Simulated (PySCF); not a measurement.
## Al (aluminium, neutral): UHF calculation

Configuration: [Ne] 3s2 3p1, 2P determinant. Calculation: PySCF 2.14, in aug-cc-pVQZ-DK; scalar relativity by spin-free X2C-1e.

* Total energy: -242.315910 hartree
* One-electron energy: -337.2415 hartree
* Hartree (Coulomb) energy: 113.0706 hartree
* Exchange energy: -18.1451 hartree
* ⟨S²⟩: 0.7702
* ⟨L²⟩: 2.062
* Sum of ⟨r⟩: 13.67 bohr
* Sum of ⟨r²⟩: 33.16 bohr²
* Traceless quadrupole moment −½Σ⟨3z² − r²⟩ along its main axis: -5.78 e·bohr²
* Langevin diamagnetic susceptibility: -26.3 ×10⁻⁶ cm³/mol

```csv
shell,electrons,mean orbital energy (hartree),spread (hartree),"rms radius, mean of both spins (bohr)"
1s α,1,-58.61963,0,0.139
1s β,1,-58.61708,0,0.139
2s α,1,-4.92864,0,0.676
2s β,1,-4.92536,0,0.676
2p α,3,-3.21833,0.00611,0.674
2p β,3,-3.21188,0.00946,0.674
3s α,1,-0.42646,0,2.81
3s β,1,-0.36454,0,2.81
3p α,1,-0.21799,0,3.70
```

Densities and radii are taken from the X2C orbitals without a picture-change correction, which distorts them close to the nucleus.

Spin-orbit constants ζ (cm⁻¹) from the X2C one-electron operator on these orbitals: bare nucleus, nucleus screened by l(l+1)(2l+1)/3 electrons, and screened by the Breit-Pauli mean field of the electrons.

| shell | bare | screened nucleus | mean field |
| --- | --- | --- | --- |
| 2p | 2659 | 2250 | 2066 |
| 3p | 83.40 | 70.57 | 62.90 |

To first order the Landé constant is A = 62.90 cm⁻¹, so the lowest level has J = 1/2 and lies 0.00780 eV below the centre of the term.
